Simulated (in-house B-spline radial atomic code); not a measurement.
Values are calculated unless marked as measured or tabulated.
**Correlation energy from the adiabatic connection: −Z exp(−kr)/r, Z = 4.38, k = 1.31**

Two electrons in a singlet, external potential −Z exp(−kr)/r, Z = 4.38, k = 1.31 (atomic units). Full CI in B-splines (partial waves to l = 8, correlation up to 0.6 % small) with the density held fixed gives W(λ) = <V_ee>_λ − U, and E_c is the integral of W(λ) − W(0) from 0 to 1.

| λ | W(λ) − W(0) (hartree) |
| --- | --- |
| 0 | 0.00000 |
| 0.02 | -0.00192 |
| 0.05 | -0.00478 |
| 0.12 | -0.01140 |
| 0.25 | -0.02344 |
| 0.4 | -0.03696 |
| 0.6 | -0.05439 |
| 0.8 | -0.07117 |
| 1 | -0.08733 |

(1) Integrate the table by the trapezoid rule.

(2) Now use only three numbers: W(0) = -2.3113, the initial slope W'(0) = -0.09616 (extrapolated from the first points) and the strong-coupling limit of the point-charge-plus-continuum model, W∞ = -3.2996. What do second-order theory and the interpolation W(λ) = W∞ + (W(0) − W∞)/√(1 + 2χλ) of Seidl, Perdew and Levy give?

Results:

(1) The strips give -0.00002, -0.00010, -0.00057, -0.00226, -0.00453, -0.00913, -0.01256, -0.01585, which sum to -0.04502 hartree. The direct value, W(1) − W(0) + T_c with T_c = 0.04227, is -0.04506; the curve is convex, so chords lie above it and the trapezoids fall short in size by 0.09 %.

(2) Second order keeps the slope alone: E_c = W'(0)/2 = -0.04808, +7 % in size against -0.04506. Matching the slope fixes χ = W'(0)/(W∞ − W(0)) = -0.09616/(-0.98830) = 0.09730. Integrating, with s = √(1 + 2χ) = 1.092976, E_c = −(W(0) − W∞)(s − 1)/(s + 1) = −0.98830 × 0.092976/2.092976 = -0.04390 hartree, -2.6 % in size against the full result. At λ = 1 the formula gives W − W(0) = -0.08407 against -0.08733. Part of the miss can come from the model's W∞.
